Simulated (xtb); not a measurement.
xtb input (GFN1-xTB):

```bash
xtb mol.xyz --gfn 1 --sp --chrg 0 --uhf 0
```
mol.xyz:
```
5

F     -0.09567697    -1.80634032     1.30959814
Si    -0.04467973    -0.89020832     0.01851383
F     -0.08831708    -1.85959604    -1.23335695
I     -2.00123648     0.53019023    -0.01689552
I      2.04428294     0.32747663    -0.00094155
```

End of the output:

```
         :::::::::::::::::::::::::::::::::::::::::::::::::::::
         ::                     SUMMARY                     ::
         :::::::::::::::::::::::::::::::::::::::::::::::::::::
         :: total energy             -20.306309447604 Eh    ::
         :: gradient norm              0.020088699983 Eh/a0 ::
         :: HOMO-LUMO gap              6.059594150561 eV    ::
         ::.................................................::
         :: SCC energy               -20.367652574827 Eh    ::
         :: -> electrostatic           0.026948575929 Eh    ::
         :: repulsion energy           0.063743562604 Eh    ::
         :: dispersion energy         -0.002400435381 Eh    ::
         :: halogen bond corr.         0.000000000000 Eh    ::
         :: add. restraining           0.000000000000 Eh    ::
         :: total charge               0.000000000000 e     ::
         :::::::::::::::::::::::::::::::::::::::::::::::::::::

           -------------------------------------------------
          |                Property Printout                |
           -------------------------------------------------

    * Orbital Energies and Occupations

         #    Occupation            Energy/Eh            Energy/eV
      -------------------------------------------------------------
         1        2.0000           -0.8797527             -23.9393
       ...           ...                  ...                  ...
         4        2.0000           -0.8261061             -22.4795
         5        2.0000           -0.5830204             -15.8648
         6        2.0000           -0.5483578             -14.9216
         7        2.0000           -0.5417528             -14.7418
         8        2.0000           -0.5381639             -14.6442
         9        2.0000           -0.5335872             -14.5196
        10        2.0000           -0.5157829             -14.0352
        11        2.0000           -0.4984295             -13.5630
        12        2.0000           -0.4498918             -12.2422
        13        2.0000           -0.4415335             -12.0147
        14        2.0000           -0.4325552             -11.7704
        15        2.0000           -0.4283546             -11.6561
        16        2.0000           -0.4191585             -11.4059 (HOMO)
        17                         -0.1964725              -5.3463 (LUMO)
        18                         -0.1477643              -4.0209
        19                         -0.1437826              -3.9125
Note: The following floating-point exceptions are signalling: IEEE_DENORMAL
normal termination of xtb
        20                         -0.1324307              -3.6036
        21                         -0.0769736              -2.0946
        22                         -0.0764102              -2.0792
        23                         -0.0730572              -1.9880
        24                         -0.0716065              -1.9485
        25                         -0.0644080              -1.7526
        26                         -0.0551615              -1.5010
        27                          0.0693377               1.8868
       ...                                ...                  ...
        35                          1.0395679              28.2881
      -------------------------------------------------------------
                  HL-Gap            0.2226860 Eh            6.0596 eV
             Fermi-level           -0.3078155 Eh           -8.3761 eV

  Mulliken/CM5 charges         n(s)   n(p)   n(d)
     1F    -0.24425 -0.22358   1.760  5.485  0.000
     2Si    0.50998  0.32298   1.001  1.302  1.186
     3F    -0.24425 -0.22358   1.760  5.485  0.000
     4I    -0.01074  0.06209   1.987  5.045 -0.021
     5I    -0.01074  0.06209   1.987  5.045 -0.021

Wiberg/Mayer (AO) data.
largest (>0.10) Wiberg bond orders for each atom

 ---------------------------------------------------------------------------
     #   Z sym  total        # sym  WBO       # sym  WBO       # sym  WBO
 ---------------------------------------------------------------------------
     1   9 F    1.297 --     2 Si   1.221
     2  14 Si   5.079 --     4 I    1.319     5 I    1.319     3 F    1.221
                             1 F    1.221
     3   9 F    1.297 --     2 Si   1.221
     4  53 I    1.441 --     2 Si   1.319
     5  53 I    1.441 --     2 Si   1.319
 ---------------------------------------------------------------------------

Topologies differ in total number of bonds
Writing topology from bond orders to xtbtopo.mol

 dipole moment from electron density (au)
     X       Y       Z
   0.0272   0.5426  -0.0113  total (Debye):    1.381

           -------------------------------------------------
          | TOTAL ENERGY              -20.306309447604 Eh   |
          | GRADIENT NORM               0.020088699983 Eh/α |
          | HOMO-LUMO GAP               6.059594150561 eV   |
           -------------------------------------------------

------------------------------------------------------------------------
------------------------------------------------------------------------
 total:
 SCF:
```
